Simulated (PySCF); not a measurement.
Orbital picture of NaBi

PBE0 at R = 2.999 Å; PySCF, scalar-relativistic core potentials, basis sets Na def2-SVP, Bi def2-SVP with ECP60. State: ³Σ⁻ (triplet), unpaired electrons π ↑↑. Only the outer orbitals are listed, counted within each symmetry, core potentials removing the inner ones.

| spin | orbital | occ. | ε (eV) | on Na (%) | main shells (%) |
| --- | --- | --- | --- | --- | --- |
| α | 7σ | 1 | -15.02 | 2 | 98 Bi s |
| α | 4π | 1 | -4.99 | 3 | 97 Bi p |
| α | 4π | 1 | -4.99 | 3 | 97 Bi p |
| α | 8σ | 1 | -4.92 | 19 | 80 Bi p, 17 Na s |
| α | 9σ | 0 | -1.46 | 91 | 75 Na s, 16 Na p, 9 Bi p |
| α | 5π | 0 | 0.44 | 97 | 97 Na p |
| α | 5π | 0 | 0.44 | 97 | 97 Na p |
| β | 7σ | 1 | -13.35 | 3 | 97 Bi s |
| β | 8σ | 1 | -4.25 | 35 | 64 Bi p, 34 Na s |
| β | 4π | 0 | -1.76 | 14 | 86 Bi p, 12 Na p |
| β | 4π | 0 | -1.76 | 14 | 86 Bi p, 12 Na p |
| β | 9σ | 0 | -1.50 | 81 | 56 Na s, 25 Na p, 19 Bi p |

Task: Which are the highest filled and the lowest empty level, where do they sit, and how wide is the gap?

Result: Highest filled β 8σ at -4.25 eV (in %: 64 Bi p, 34 Na s); lowest empty β 4π at -1.76 eV (in %: 86 Bi p, 12 Na p); the gap at PBE0 is 2.49 eV.

```
bond order (Mayer)                               : 0.95
⟨S²⟩                                             : 2.034
charge on Na (Mulliken, basis-dependent)         : 0.34
charge on Na (Löwdin, basis-dependent)           : 0.12
dipole moment (positive dipole means Na(−)Bi(+)) : -6.19 D
polarisability along the bond                    : 189.5 bohr³
polarisability across the bond                   : 76.6 bohr³
```

These are scalar-relativistic numbers at best; spin–orbit coupling would shift them, the dissociation energy most. The state is the lowest determinant that a PBE0 search found; another state may lie lower at other levels.
